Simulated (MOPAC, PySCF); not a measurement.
C16H11B, SMILES `Bc1cc2cccc3ccc4cccc1c4c32` (H–B–C–C torsion 180°), neutral singlet in the gas phase. 

Z-matrix (Å, degrees):
```
C
C 1 1.4289
C 2 1.4290 1 119.98
C 3 1.4074 2 119.55 1 179.97
H 4 1.0927 3 119.04 2 -179.99
C 4 1.3939 5 120.40 3 -180.00
H 6 1.0923 4 119.92 5 0.00
C 6 1.3962 7 119.77 4 180.00
H 8 1.0930 6 120.00 7 0.00
C 8 1.4065 9 118.87 6 -180.00
C 3 1.4298 4 122.10 5 0.01
C 11 1.3838 3 123.55 4 -179.98
H 11 1.0933 12 118.85 3 180.00
C 1 1.4314 2 119.27 3 -179.99
C 14 1.4048 1 119.15 2 179.97
H 15 1.0928 14 119.19 1 -179.99
C 15 1.3930 16 120.43 14 -180.00
H 17 1.0926 15 119.78 16 0.00
C 17 1.3961 18 119.49 15 180.00
H 19 1.0895 17 119.62 18 0.00
C 19 1.4055 20 119.07 17 -179.99
C 10 1.4377 8 122.32 9 0.00
C 22 1.3628 10 120.97 8 179.97
H 22 1.0928 23 120.58 14 -180.00
H 23 1.0930 22 120.36 24 0.00
B 12 1.5387 11 116.97 13 0.02
H 26 1.2051 12 123.47 11 179.99
H 26 1.2074 27 118.10 20 -179.97
```
Charge 0, multiplicity 1.

All levels are single points at this geometry (B3LYP-D3(BJ)/def2-SVP); Pople sets use spherical d functions. Orbital energies aren't observables, and empty levels follow the basis.

```csv
level,HOMO (eV),LUMO (eV),gap (eV),dipole (D),"vertical IE, Delta-SCF (eV)"
B3LYP-D3(BJ)/def2-SVP in PySCF,-5.78,-2.40,3.39,2.04,7.32
M06-2X/6-31G* in PySCF,-6.67,-1.35,5.32,1.79,–
PBE/6-31G* in PySCF,-5.03,-2.80,2.23,2.29,7.09
HF/3-21G in PySCF,-7.23,1.08,8.31,1.82,–
HF/6-31G* in PySCF,-7.04,1.26,8.30,1.74,–
HF/STO-3G in PySCF,-5.27,3.97,9.24,1.34,–
AM1 in MOPAC,-8.16,-1.10,7.05,1.00,–
PM6 in MOPAC,-8.31,-1.37,6.93,1.14,–
PM7 in MOPAC,-8.29,-1.44,6.85,0.98,–
```
